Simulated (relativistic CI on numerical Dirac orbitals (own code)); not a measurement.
Slater and spin-orbit integrals, I⁺

Computed by Dirac-Coulomb-Breit CI, orbitals from a KLI potential per configuration, a model potential for QED, valence Slater integrals scaled by 0.85, P86 correlation energy added to each configuration (own radial code, finite nucleus).

Slater integrals F^k, G^k are unscaled and averaged over j, outside the closed core [Kr] 4d10; ζ comes from projecting the Hamiltonian with its Breit term on Σ l·s of the shell.

- 5s2 5p4: F^2(5p,5p) = 45174, ζ(5p) = 5892 cm⁻¹; <r>(5p) = 2.347, <r^2>(5p) = 6.275 (bohr units).
- 5s2 5p3 6s: F^2(5p,5p) = 46880, ζ(5p) = 6502.2, G^1(5p,6s) = 4410 cm⁻¹; <r>(5p) = 2.27, <r^2>(5p) = 5.858, <r>(6s) = 5.013, <r^2>(6s) = 28.1 (bohr units).
- 5s 5p5: G^1(5s,5p) = 60407, ζ(5p) = 5865 cm⁻¹; <r>(5s) = 1.926, <r^2>(5s) = 4.189, <r>(5p) = 2.333, <r^2>(5p) = 6.205 (bohr units).

In this model ζ of a weakly bound d, f or g electron outside closed shells comes out too small, for d by up to a factor of two or three and at times with the wrong sign; that of an outer p electron is too small as well.

Correlation outside the listed configurations is missing or only estimated: errors of thousands of cm⁻¹ between configurations and terms are usual at this charge. Rates and lifetimes follow the computed energies and can be off by large factors. The fine structure of a lone outer electron comes out too small, for d and f at times inverted, and misplaced configurations move strength between like terms. 21 of the 27 excited levels that our extract of the measured tables holds in this range could be paired (the sources list more); they are missed by 3445 cm⁻¹ on average and 5972 at most, and levels without a partner can miss by more.

Averages of the first 10 configurations, taken without configuration mixing, which lowers the lowest level and can move excited configurations by several eV; other configurations of the list can lie among them:

```json
{"Configuration": "5s2 5p4", "Parity": "even", "States": "15", "Average energy above the lowest level (eV)": "1.7"}
{"Configuration": "5s2 5p3 6s", "Parity": "odd", "States": "40", "Average energy above the lowest level (eV)": "13.0"}
{"Configuration": "5s 5p5", "Parity": "odd", "States": "12", "Average energy above the lowest level (eV)": "14.4"}
{"Configuration": "5s2 5p3 5d", "Parity": "odd", "States": "200", "Average energy above the lowest level (eV)": "14.0"}
{"Configuration": "5s2 5p3 6p", "Parity": "even", "States": "120", "Average energy above the lowest level (eV)": "15.1"}
{"Configuration": "5p6", "Parity": "even", "States": "1", "Average energy above the lowest level (eV)": "29.5"}
{"Configuration": "5s 5p4 5d", "Parity": "even", "States": "300", "Average energy above the lowest level (eV)": "26.2"}
{"Configuration": "5s2 5p3 7s", "Parity": "odd", "States": "40", "Average energy above the lowest level (eV)": "17.3"}
{"Configuration": "5s2 5p3 6d", "Parity": "odd", "States": "200", "Average energy above the lowest level (eV)": "17.8"}
{"Configuration": "5s2 5p3 4f", "Parity": "even", "States": "280", "Average energy above the lowest level (eV)": "18.5"}
```
